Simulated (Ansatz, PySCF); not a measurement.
Ge(H)2(Cl)(vinyl) (C2H5ClGe), SMILES C=[CH][GeH2][Cl]. Atoms are numbered in the order given.

```xyz
9

Ge     0.7326    -0.1191     0.0000
Cl    -1.0384    -1.3808     0.0000
C      0.1272     1.7167     0.0000
C     -1.1643     2.0677     0.0000
H      1.5338    -0.4730    -1.2609
H      1.5338    -0.4730     1.2609
H      0.9021     2.4965     0.0000
H     -1.4739     3.1195     0.0000
H     -1.9612     1.3148     0.0000
```
Charge 0, spin multiplicity 1.

Coordinates come from a r2SCAN-D4/def2-SVP optimisation. The structure was generated by enumeration, and PubChem lists no compound with its InChIKey, so it may never have been made. The values are those of a single conformer.

Two levels are set side by side: PBE-D3(BJ)/def2-SVP (Ansatz, a program for electronic structure) and r2SCAN-D4/def2-SVP (Ansatz). Each level has its own optimised geometry; the coordinates shown are those of the second. Frequencies come from the Hessian of PySCF at each geometry. Differences are taken from unrounded values.

```json
[
 {"quantity": "mean bond length (Å)", "r2SCAN-D4": "1.476"},
 {"quantity": "bond Ge1–Cl2 (Å)", "r2SCAN-D4": "2.175"},
 {"quantity": "bond Ge1–C3 (Å)", "r2SCAN-D4": "1.933"},
 {"quantity": "bond C3–C4 (Å)", "r2SCAN-D4": "1.338"},
 {"quantity": "bond Ge1–H5 (Å)", "r2SCAN-D4": "1.535"},
 {"quantity": "bond Ge1–H6 (Å)", "r2SCAN-D4": "1.535"},
 {"quantity": "bond C3–H7 (Å)", "r2SCAN-D4": "1.099"},
 {"quantity": "bond C4–H8 (Å)", "r2SCAN-D4": "1.096"},
 {"quantity": "bond C4–H9 (Å)", "r2SCAN-D4": "1.096"},
 {"quantity": "highest harmonic wavenumber (cm⁻¹)", "r2SCAN-D4": "3223"},
 {"quantity": "mean harmonic wavenumber (cm⁻¹)", "r2SCAN-D4": "1238"},
 {"quantity": "zero-point energy (kcal/mol)", "r2SCAN-D4": "37.17"}
]
```

Question: What does PBE-D3(BJ) give, and how far is it from r2SCAN-D4? (Estimate from the structure and the level; the computed values follow.)

Answer: 
| quantity | PBE-D3(BJ) | PBE-D3(BJ) minus r2SCAN-D4 |
|---|---|---|
| mean bond length (Å) | 1.487 | 0.011 |
| bond Ge1–Cl2 (Å) | 2.189 | 0.014 |
| bond Ge1–C3 (Å) | 1.946 | 0.013 |
| bond C3–C4 (Å) | 1.344 | 0.006 |
| bond Ge1–H5 (Å) | 1.551 | 0.016 |
| bond Ge1–H6 (Å) | 1.551 | 0.016 |
| bond C3–H7 (Å) | 1.106 | 0.006 |
| bond C4–H8 (Å) | 1.104 | 0.007 |
| bond C4–H9 (Å) | 1.104 | 0.007 |
| highest harmonic wavenumber (cm⁻¹) | 3151 | -72 |
| mean harmonic wavenumber (cm⁻¹) | 1202 | -36 |
| zero-point energy (kcal/mol) | 36.10 | -1.07 |
